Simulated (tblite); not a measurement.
Compound: C₅H₁₃NSi.
Structure used (GFN2-xTB), in Å, numbered top down from 1:
```
atom  x, y, z in Å
C1     2.8567    0.5023   -0.1627
Si2    1.6568   -0.9611   -0.0856
N3     0.0644   -0.3396   -0.1756
C4    -1.0932   -1.1734   -0.4079
C5    -2.2061   -0.1775   -0.7122
C6    -1.8952    0.9398    0.2805
C7    -0.3629    0.9635    0.3134
H8     2.6912    1.1118   -1.0458
H9     2.7654    1.1472    0.7060
H10    3.8797    0.1434   -0.1974
H11    1.8139   -1.8548   -1.2400
H12    1.9389   -1.7311    1.1459
H13   -0.8957   -1.8686   -1.2250
H14   -1.3485   -1.7638    0.4850
H15   -2.1067    0.1884   -1.7345
H16   -3.2004   -0.5994   -0.5800
H17   -2.2901    0.6797    1.2637
H18   -2.3141    1.8992   -0.0174
H19    0.0088    1.1613    1.3238
H20    0.0319    1.7436   -0.3469
```

Method: GFN2-xTB as coded in tblite; computed harmonic values from a numerical Hessian at the method's own geometry, unscaled. Against measured fundamentals such values can be off by several per cent, at times by over 20. Modes of hydrogen on silicon can be 10 to 20 % off. One conformer, not necessarily the lowest.

Harmonic wavenumbers (cm⁻¹): 25.3, 54.7, 128.6, 137.2, 155.1, 250.1, 266.7, 450.5, 484.3, 576.4, 583.8, 698.8, 749.9, 781.5, 803.9, 827.3, 848.2, 864.7, 897.1, 944.7, 986.8, 1010.6, 1080.5, 1106.1, 1129.1, 1150.1, 1183.3, 1209.5, 1218.8, 1243.7, 1289.7, 1313.1, 1319.2, 1329.7, 1376.4, 1476.7, 1487.3, 1495.6, 1500.4, 1502.5, 1510.3, 2110.2, 2210.9, 2843.0, 2892.9, 2930.4, 2976.1, 2982.1, 2998.8, 3013.1, 3017.4, 3040.3, 3042.5, 3056.6.

A = 4618, B = 1341, C = 1120 MHz; mass 115.082 u (most abundant isotopes); point group C1, symmetry number 1.

Q: Zero-point energy?

A: ½Σν̃ = 37281 cm⁻¹ = 445.98 kJ/mol.

Q: What is S at 350 K and 1 bar for an ideal gas of classical rigid rotors and harmonic oscillators?

A: Translation 171.37, rotation 120.11, vibration 135.53: S = 427.0 J/(mol K).

Q: And Cp and H(350 K) − H(0)?

A: Cp = 170.85 J/(mol K), of which vibrations give 137.59 (their classical limit is 54 R = 449.0); H(350 K) − H(0) = 35.15 kJ/mol without the zero-point energy, 23.51 from vibrations.

Q: What must be added to the electronic energy to get the Gibbs energy at 350 K and 1 bar?

A: ZPE + [H(350 K) − H(0)] − T·S = 445.98 + 35.15 − 149.45 = 331.68 kJ/mol.

Q: Which modes carry the vibrational entropy at 350 K?

A: 25.3 cm⁻¹: 27.14; 54.7 cm⁻¹: 20.74; 128.6 cm⁻¹: 13.71; 137.2 cm⁻¹: 13.19; 155.1 cm⁻¹: 12.20; 250.1 cm⁻¹: 8.44 J/(mol K); the other 48 give 40.12 together.

Hindered rotation and anharmonicity are outside this model. Other conformers, if any are populated, would add a mixing term that is left out. The structure is chiral; the term R ln 2 for an equal mix with its mirror image is left out.

On an Arm Neoverse V1 with one thread, shared host with 32 logical CPUs at a one-minute load of 31, this took 0.74 s wall. The figure is for the frequency step alone.
